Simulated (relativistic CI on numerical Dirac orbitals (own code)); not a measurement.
d6 in a ligand field

Computed with a parametric ligand-field model of a d^n configuration (Racah B and C, spin-orbit zeta, crystal field), exact diagonalisation.

Field parameters in Wybourne normalisation: D4h B²₀ = −7Ds, B⁴₀ = 21(Dq − Dt), B⁴₄ = 21√(5/14) Dq; Oh B⁴₀ = 21Dq, B⁴₄ = √(5/14) B⁴₀; Td as Oh with Dq negative (B⁴₀ = 21Dq, B⁴₄ = √(5/14) B⁴₀). The field is a parameter set, without covalency.

Task: Ground term and bands for B = 690, C = 2450, ζ = 0 cm⁻¹, D4h, 10Dq = 17400, Ds = 1330, Dt = -690 cm⁻¹?

Result: Ground term 1A1 with 0.04 electrons in the two orbitals of the cubic e set. Spin-allowed: 1A2 15861 cm⁻¹ (630 nm), 1E 21777 cm⁻¹ (459 nm), 1B2 23681 cm⁻¹ (422 nm), 1E 31173 cm⁻¹ (321 nm). Lowest spin-forbidden: 3A2 10615 cm⁻¹ (942 nm), 3B2 13555 cm⁻¹ (738 nm), 3E 16306 cm⁻¹ (613 nm).

Task: Ground term and bands for B = 990, C = 4510, ζ = 0 cm⁻¹, Td, 10Dq = -3800 cm⁻¹?

Result: Ground term 5E with 3.00 electrons in the two orbitals of the cubic e set. Spin-allowed: 5T2 3800 cm⁻¹ (2632 nm). Lowest spin-forbidden: 3T1 20533 cm⁻¹ (487 nm), 3E 22495 cm⁻¹ (445 nm), 3T2 24070 cm⁻¹ (415 nm).

Task: Ground term and bands for B = 840, C = 3730, ζ = 0 cm⁻¹, D4h, 10Dq = 33450, Ds = 1170, Dt = 990 cm⁻¹?

Result: Ground term 1A1 with 0.04 electrons in the two orbitals of the cubic e set. Spin-allowed: 1E 21450 cm⁻¹ (466 nm), 1A2 30938 cm⁻¹ (323 nm), 1B2 32724 cm⁻¹ (306 nm), 1E 38952 cm⁻¹ (257 nm). Lowest spin-forbidden: 3E 12987 cm⁻¹ (770 nm), 3B2 19109 cm⁻¹ (523 nm), 5B2 22354 cm⁻¹ (447 nm).

Task: Ground term and bands for B = 520, C = 2200, ζ = 0 cm⁻¹, D4h, 10Dq = 18000, Ds = -1500, Dt = -230 cm⁻¹?

Result: Ground term 1A1 with 0.04 electrons in the two orbitals of the cubic e set. Spin-allowed: 1A2 16555 cm⁻¹ (604 nm), 1E 16853 cm⁻¹ (593 nm), 1E 23879 cm⁻¹ (419 nm), 1B2 29611 cm⁻¹ (338 nm). Lowest spin-forbidden: 3E 10866 cm⁻¹ (920 nm), 3A2 11745 cm⁻¹ (851 nm), 3E 16883 cm⁻¹ (592 nm).

Task: Ground term and bands for B = 930, C = 3940, ζ = 0 cm⁻¹, Oh, 10Dq = 7250 cm⁻¹?

Result: Ground term 5T2 with 2.00 electrons in the two orbitals of the cubic e set. Spin-allowed: 5E 7250 cm⁻¹ (1379 nm). Lowest spin-forbidden: 3T1 14543 cm⁻¹ (688 nm), 3T2 17552 cm⁻¹ (570 nm), 1A1 17772 cm⁻¹ (563 nm).
